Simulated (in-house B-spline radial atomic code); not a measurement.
**O⁺: [He] 2s2 2p3**

Method: non-relativistic PBE, spin-polarised, spherical fractional occupations, point nucleus. Calculated with a radial B-spline atomic code at the basis-set limit.

Screening seen three ways: the hydrogenic charge with the same mean radius, Z_r = [3n² - l(l+1)]/(2<r>), the one with the same energy, Z_e = n√(-2ε), and Slater's rules. Values are occupation-weighted means over spin.

```csv
shell,electrons,ε (eV),<r> (bohr),Z_r,Z_e,Slater
1s,2,-531.86,0.1997,7.51,6.25,7.70
2s,2,-38.579,1.093,5.49,3.37,4.90
2p,3,-26.369,1.085,4.61,2.78,4.90
```

The least bound orbital is 2p up at -26.37 eV, while the most diffuse is 2s down (<r> = 1.113 bohr against 1.085 bohr): energy order and size order differ.
